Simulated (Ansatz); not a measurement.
One geometry of the cluster Mg₂S₃, several levels of theory.

```yaml
crystal:
  periodic: [false, false, false]
  atoms:
    - {symbol: Mg, position_ang: [-1.104596, 0.186389, 1.055917]}
    - {symbol: Mg, position_ang: [1.175947, 0.765012, -0.634188]}
    - {symbol: S, position_ang: [-0.492973, -1.919796, 0.253218]}
    - {symbol: S, position_ang: [0.158348, 2.117214, 0.938387]}
    - {symbol: S, position_ang: [0.263274, -1.148820, -1.613334]}
basis:
  gaussian: {orbitals: def2-TZVP, initial_orbitals: start.molden}
hamiltonian: {xc: r2scan, dispersion: d4}
scf: {omitted_lower_state_checks: [starts]}
output: {orbitals: {seedname: orbitals}}
```

The file start.molden holds the orbitals of an earlier run on this structure, at another level or in another basis.

```sh
$ ansatz run in.yaml --threads 4 --pin off --events-out ev --progress --plain --max-ram 4787MiB
```

Shortened log:

```
Functional definition: r2SCAN
1359 factors; their error is unknown
mean field evaluation 1: about -43396.6097 eV, gradient 1.0e1 eV
mean field evaluation 2: about -43396.6452 eV, gradient 8.1e-2 eV
mean field evaluation 4: about -43396.6172 eV, gradient 3.2e-4 eV
mean field -43396.61722651 eV, -1594.7962677906 hartree, gradient 2.5e-5 eV, S^2 0.000000; 0 other end points of the search recorded, 0 dependent functions left out
reference -43396.61723955 eV, -1594.7962682699 hartree; 36, 36 occupied and 139, 139 virtual orbitals, 1359 factors
Total energy: -43396.66443862 eV, -1594.7980028037 hartree
Checks for a lower state left out: starts
```

Run time 3.9 s (4 threads of Arm Neoverse V1 on a shared host).

The first input with `hamiltonian: {xc: {name: r2SCANh}, dispersion: d4}` (abridged; 4.5 s):

```
Functional definition: r2SCANh
mean field -43396.30933470 eV, -1594.7849529754 hartree, gradient 1.2e-5 eV, S^2 0.000000
Total energy: -43396.36274918 eV, -1594.7869159211 hartree
Checks for a lower state left out: starts
```

The first input with `gaussian: {orbitals: def2-TZVPP, initial_orbitals: start.molden}`, `correlation: {method: ccsd_t}` and without the key `hamiltonian` (abridged; 64 s):

```
Functional definition: HF
mean field -43320.49757224 eV, -1591.9989220919 hartree, gradient 6.9e-6 eV, S^2 0.000000
17 core orbitals not correlated: weight in the atoms' cores, before any rotation towards them, 1.000 or more for the frozen orbitals, at most 0.000 for the correlated occupied ones
second order -24.41114194 eV of doubles, -0.00000000 eV of singles
cycle   1  -25.16150110 eV  change   -7.5e-1 eV  update   1.0e-1
cycle   2  -25.62516008 eV  change   -4.6e-1 eV  update   3.2e-2
cycle   3  -25.73477063 eV  change   -1.1e-1 eV  update   2.0e-2
cycle   4  -25.72316658 eV  change    1.2e-2 eV  update   6.8e-3
cycle   5  -25.71874270 eV  change    4.4e-3 eV  update   4.3e-3
cycle   6  -25.71999515 eV  change   -1.3e-3 eV  update   1.9e-3
cycle   7  -25.72022542 eV  change   -2.3e-4 eV  update   9.6e-4
cycle   8  -25.72021891 eV  change    6.5e-6 eV  update   4.0e-4
cycle   9  -25.72036867 eV  change   -1.5e-4 eV  update   1.6e-4
cycle  10  -25.72034018 eV  change    2.8e-5 eV  update   6.9e-5
cycle  11  -25.72031203 eV  change    2.8e-5 eV  update   3.0e-5
perturbative correction -1.02400024 eV, -0.0376313146 hartree
Total energy: -43347.24188451 eV, -1592.9817574398 hartree
Checks for a lower state left out: starts
```

Geometry: PBE0-D4/def2-SVP.

Correlated methods freeze 17 core orbitals; core or outer-core shells of Mg are correlated, in sets that lack core-valence functions. Another isomer (singlet) lies 0.06 eV lower at PBE0-D4/def2-TZVP; other spin states weren't run for this one.
